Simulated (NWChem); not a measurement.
Everything below was run with NWChem. System: Cl3Sb, charge 0, spin multiplicity 1, at a geometry optimised with PBE/def2-SVP with def2 effective core potentials on Sb. The structure started from a generated list of species. Level: PBE/x2c-SVPall-2c, scalar ZORA.

Job file:

```
start mol
memory heap 200 mb stack 900 mb global 1100 mb
geometry units angstroms nocenter noautoz noautosym
  Sb     0.002105     0.573271     0.000000
  Cl    -1.051369    -0.569418     1.817395
  Cl    -1.051369    -0.569418    -1.817395
  Cl     2.096423    -0.580979     0.000000
end
basis spherical
  * library x2c-svpall-2c
end
relativistic
  zora on
end
dft
  xc xpbe96 cpbe96
  semidirect memsize 60000000 filesize 0
  iterations 100
  grid fine
end
task dft energy
```

Part of the output:

```
             Northwest Computational Chemistry Package (NWChem) 7.3.0
             --------------------------------------------------------

                                NWChem Input Module
                                -------------------

 Scaling coordinates for geometry "geometry" by  1.889725989
 (inverse scale =  0.529177249)

                             Geometry "geometry" -> ""
                             -------------------------

 Output coordinates in angstroms (scale by  1.889725989 to convert to a.u.)

  No.       Tag          Charge          X              Y              Z
 ---- ---------------- ---------- -------------- -------------- --------------
    1 Sb                  51.0000     0.00210500     0.57327100     0.00000000
    2 Cl                  17.0000    -1.05136900    -0.56941800     1.81739500
    3 Cl                  17.0000    -1.05136900    -0.56941800    -1.81739500
    4 Cl                  17.0000     2.09642300    -0.58097900     0.00000000

 Effective nuclear repulsion energy (a.u.)     701.7985627683

            Nuclear Dipole moment (a.u.)
            ----------------------------
        X                 Y               Z
 ---------------- ---------------- ----------------
     0.0000000000    -0.0000642507     0.0000000000


 Summary of "ao basis" -> "" (spherical)
 ------------------------------------------------------------------------------
       Tag                 Description            Shells   Functions and Types
 ---------------- ------------------------------  ------  ---------------------
 *                       x2c-svpall-2c                on all atoms

  pbe96 is a nonlocal functional; adding pw91lda local functional.

                                 NWChem DFT Module
                                 -----------------

 Summary of "ao basis" -> "ao basis" (spherical)
 ------------------------------------------------------------------------------
       Tag                 Description            Shells   Functions and Types
 ---------------- ------------------------------  ------  ---------------------
 Sb                      x2c-svpall-2c              18       50   6s8p4d
 Cl                      x2c-svpall-2c               9       21   4s4p1d

 Summary of "ao basis" -> "ao basis" (spherical)
 ------------------------------------------------------------------------------
       Tag                 Description            Shells   Functions and Types
 ---------------- ------------------------------  ------  ---------------------
 Sb                      x2c-svpall-2c              18       50   6s8p4d
 Cl                      x2c-svpall-2c               9       21   4s4p1d

            General Information
            -------------------
          SCF calculation type: DFT
          Wavefunction type:  closed shell.
          No. of atoms     :     4
          No. of electrons :   102
           Alpha electrons :    51
            Beta electrons :    51
          Charge           :     0
          Spin multiplicity:     1
          Use of symmetry is: off; symmetry adaption is: off
          Maximum number of iterations: 100
          AO basis - number of functions:   113
                     number of shells:    45
          Convergence on energy requested:  1.00D-06
          Convergence on density requested:  1.00D-05
          Convergence on gradient requested:  5.00D-04

              XC Information
              --------------
          PerdewBurkeErnzerhof Exchange Functional  1.000
[...]
 d= 0,ls=0.0,diis     2  -7938.8215710685 -2.62D+00  5.04D-02  2.91D+01    11.2
 d= 0,ls=0.0,diis     3  -7938.1551263424  6.66D-01  4.20D-02  1.40D+01    11.8
 d= 0,ls=0.0,diis     4  -7939.2906932272 -1.14D+00  1.53D-02  2.43D+00    12.3
 d= 0,ls=0.0,diis     5  -7939.6052506924 -3.15D-01  5.10D-03  1.58D-01    12.9
  Resetting Diis
 d= 0,ls=0.0,diis     6  -7939.6318710358 -2.66D-02  1.25D-03  1.63D-02    13.5
 d= 0,ls=0.0,diis     7  -7939.6346113461 -2.74D-03  5.57D-04  6.94D-04    14.2
 d= 0,ls=0.0,diis     8  -7939.6344367808  1.75D-04  3.91D-04  1.78D-03    14.9
 d= 0,ls=0.0,diis     9  -7939.6347021952 -2.65D-04  9.00D-05  9.89D-05    15.6
 d= 0,ls=0.0,diis    10  -7939.6347143054 -1.21D-05  1.26D-05  1.76D-06    16.3
 d= 0,ls=0.0,diis    11  -7939.6347146046 -2.99D-07  7.77D-07  3.97D-09    16.9
(nogshift,skip_gshiftAOev,done_Fji)=( 1,F,F)

         Total DFT energy =    -7939.634714604605
      One electron energy =   -12287.871170748660
           Coulomb energy =     3902.893038492348
    Exchange-Corr. energy =     -256.455145116551
 Nuclear repulsion energy =      701.798562768259

       Scaling correction =       95.475105438029

 Numeric. integr. density =      102.000000138670

     Total iterative time =     10.1s

                       DFT Final Molecular Orbital Analysis
                       ------------------------------------

 Vector   49  Occ=2.000000D+00  E=-2.838450D-01
              MO Center= -7.5D-01, -5.3D-01, -4.9D-02, r^2= 4.9D+00
   Bfn.  Coefficient  Atom+Function         Bfn.  Coefficient  Atom+Function
  ----- ------------  ---------------      ----- ------------  ---------------
    87      0.325770  3 Cl pz                66      0.320774  2 Cl pz
    86     -0.306717  3 Cl py                65      0.295213  2 Cl py
    84      0.228754  3 Cl pz                63      0.225519  2 Cl pz
    83     -0.220434  3 Cl py                62      0.212165  2 Cl py
   108      0.192020  4 Cl pz               105      0.142163  4 Cl pz

 Vector   50  Occ=2.000000D+00  E=-2.787198D-01
              MO Center= -2.1D-03, -5.7D-01, -9.6D-07, r^2= 5.5D+00
   Bfn.  Coefficient  Atom+Function         Bfn.  Coefficient  Atom+Function
  ----- ------------  ---------------      ----- ------------  ---------------
   108      0.388199  4 Cl pz                64     -0.336190  2 Cl px
    85      0.336191  3 Cl px               105      0.275347  4 Cl pz
    61     -0.238457  2 Cl px                82      0.238457  3 Cl px
    66     -0.194099  2 Cl pz                87     -0.194099  3 Cl pz
    99     -0.139357  4 Cl pz                63     -0.137673  2 Cl pz

 Vector   51  Occ=2.000000D+00  E=-2.680504D-01
              MO Center= -5.4D-04, -1.5D-01,  1.2D-08, r^2= 5.3D+00
   Bfn.  Coefficient  Atom+Function         Bfn.  Coefficient  Atom+Function
  ----- ------------  ---------------      ----- ------------  ---------------
     5      0.368492  1 Sb s                 65     -0.352715  2 Cl py
    86     -0.352715  3 Cl py               107     -0.353286  4 Cl py
     4     -0.277905  1 Sb s                104     -0.238148  4 Cl py
     6      0.236751  1 Sb s                 62     -0.237807  2 Cl py
    83     -0.237807  3 Cl py                20      0.179479  1 Sb py

 Vector   52  Occ=0.000000D+00  E=-1.014273D-01
              MO Center=  3.7D-02,  4.3D-01,  1.8D-03, r^2= 3.9D+00
   Bfn.  Coefficient  Atom+Function         Bfn.  Coefficient  Atom+Function
  ----- ------------  ---------------      ----- ------------  ---------------
    22      0.838857  1 Sb px                19      0.388246  1 Sb px
    13     -0.377122  1 Sb px               106      0.302185  4 Cl px
   107     -0.286524  4 Cl py                66     -0.223989  2 Cl pz
    96     -0.224054  4 Cl s                 87      0.215046  3 Cl pz
    10      0.170853  1 Sb px               104     -0.153324  4 Cl py

 Vector   53  Occ=0.000000D+00  E=-1.014271D-01
              MO Center= -3.4D-02,  4.3D-01, -1.8D-03, r^2= 3.9D+00
   Bfn.  Coefficient  Atom+Function         Bfn.  Coefficient  Atom+Function
  ----- ------------  ---------------      ----- ------------  ---------------
    24      0.838861  1 Sb pz                21      0.388248  1 Sb pz
    15     -0.377124  1 Sb pz                86      0.250001  3 Cl py
    65     -0.242775  2 Cl py                64     -0.222051  2 Cl px
    85      0.218236  3 Cl px               108     -0.202748  4 Cl pz
    75      0.196976  3 Cl s                 54     -0.191307  2 Cl s

 Vector   54  Occ=0.000000D+00  E=-1.011872D-01
              MO Center=  7.0D-04,  5.9D-02, -1.9D-06, r^2= 4.2D+00
   Bfn.  Coefficient  Atom+Function         Bfn.  Coefficient  Atom+Function
  ----- ------------  ---------------      ----- ------------  ---------------
    23     -0.709528  1 Sb py                 5      0.674492  1 Sb s
    20     -0.372576  1 Sb py               106      0.364384  4 Cl px
     4     -0.347611  1 Sb s                 14      0.345297  1 Sb py
    66      0.315226  2 Cl pz                87     -0.315227  3 Cl pz
   103      0.192969  4 Cl px                64     -0.182273  2 Cl px

 center of mass
 --------------
 x =   0.00028181 y =   0.07674622 z =   0.00000000

 moments of inertia (a.u.)
 ------------------
        1088.603007779276           2.061419124790           0.000000000000
           2.061419124790        1649.812834198753           0.000000000000
           0.000000000000           0.000000000000        1088.591637535931

     Multipole analysis of the density
     ---------------------------------

     L   x y z        total         alpha         beta         nuclear
     -   - - -        -----         -----         ----         -------
     0   0 0 0     -0.000000    -51.000000    -51.000000    102.000000

     1   1 0 0      0.003873      0.001937      0.001937      0.000000
     1   0 1 0      1.054680      0.527372      0.527372     -0.000064
     1   0 0 1     -0.000000     -0.000000     -0.000000      0.000000

     2   2 0 0    -49.146115   -225.084491   -225.084491    401.022866
     2   1 1 0      0.012296      0.522794      0.522794     -1.033292
     2   1 0 1      0.000000      0.000000      0.000000      0.000000
     2   0 2 0    -45.797175    -82.754620    -82.754620    119.712064
     2   0 1 1      0.000000      0.000000      0.000000      0.000000
     2   0 0 2    -49.146175   -225.087341   -225.087341    401.028508

 Task  times  cpu:       16.9s     wall:       16.9s

 Total times  cpu:       17.0s     wall:       17.0s
```
